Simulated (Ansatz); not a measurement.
Relaxation of CH7AlSi2 (11 atoms, charge 0, multiplicity 1), to a largest force component of 0.02 eV/Å in at most 50 steps.

Method: RKS PBE/def2-SVP (Ansatz).

```xyz
11
Properties=species:S:1:pos:R:3
Si -1.082 1.076 0.182
C 0.575 0.462 -0.197
Al 1.202 -0.791 1.147
Si 0.612 -1.148 -1.112
H -1.703 1.683 -1.075
H -1.038 2.183 1.198
H -1.971 0.038 0.659
H 1.349 1.212 -0.605
H 1.085 -1.264 2.715
H 1.731 -1.531 -1.862
H 2.052 -1.739 2.012
```

Q: Where does it end, and by what steps?

A: The forces met the threshold. After 16 steps the energy has fallen by 3.104 eV; H9 moved furthest, 1.22 Å.

| step | energy less start (eV) | largest force component (eV/Å) | accepted |
| --- | --- | --- | --- |
| 0 | 0.0000 | 2.542 | yes |
| 1 | -1.2639 | 2.236 | yes |
| 2 | -2.0616 | 2.238 | yes |
| 3 | -2.6238 | 1.180 | yes |
| 4 | -2.9097 | 0.459 | yes |
| 5 | -3.0053 | 0.304 | yes |
| 6 | -3.0500 | 0.163 | yes |
| 7 | -3.0621 | 0.153 | yes |
| 8 | -3.0784 | 0.133 | yes |
| 9 | -3.0916 | 0.103 | yes |
| 10 | -3.0950 | 0.231 | yes |
| 11 | -3.0626 | 0.988 | no |
| 12 | -3.1023 | 0.066 | yes |
| 13 | -3.1030 | 0.063 | yes |
| 14 | -3.1036 | 0.032 | yes |
| 15 | -3.1038 | 0.027 | yes |
| 16 | -3.1039 | 0.011 | yes |

```xyz
11
Properties=species:S:1:pos:R:3
Si -0.959 1.050 0.310
C 0.602 0.209 -0.362
Al 1.149 -0.905 1.413
Si 0.692 -1.515 -0.958
H -1.496 1.929 -0.792
H -0.667 1.934 1.496
H -2.008 0.045 0.691
H 1.248 0.977 -0.838
H -0.058 -0.910 2.455
H 1.630 -1.489 -2.166
H 2.679 -1.144 1.814
```

The run took 24 s on 2 threads of Intel(R) Xeon(R) Platinum 8488C (Sapphire Rapids) (shared host), peak memory 0.16 GiB.
